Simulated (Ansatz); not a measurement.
Consider the substitution at a C–B bond: `CB[SiH2]Cl` + `OC1NCS1` → `CN1CSC1O` + `B[SiH2]Cl`.

Program: Ansatz. Geometries: PBE0-D4/def2-TZVP. ΔE: electronic, gas phase. CCSD(T)/CBS is the MP2 limit (def2-TZVPP, def2-QZVPP) plus CCSD(T) − MP2 in def2-TZVPP, frozen cores. DFT in def2-TZVPP. One conformer a species, not always the lowest.

Q: Is it downhill or uphill in electronic energy at CCSD(T)/CBS, and by how much? (Best estimate.)

A: Computed: Uphill: ΔE = +43.5 kJ/mol.

Q: What do these levels give: PBE-D4, ωB97M-V, B2PLYP, PBE, MP2/CBS(def2), CCSD/CBS(def2)? (An estimate is asked.)

A: Ansatz gave: PBE-D4 50.1, ωB97M-V 46.5, B2PLYP 44.8, PBE 52.9, MP2/CBS(def2) 43.2, CCSD/CBS(def2) 44.1 kJ/mol.

Largest T1 diagnostic among the species: 0.012.

The D4 term adds −4.2 kJ/mol with B3LYP and −2.4 kJ/mol with PBE0; it sums over pairs of atoms, weighted by their polarisabilities, and B3LYP, whose exchange is more repulsive, gets the larger term.

B3LYP here is the variant with VWN-RPA as its local correlation; programs differ in this.
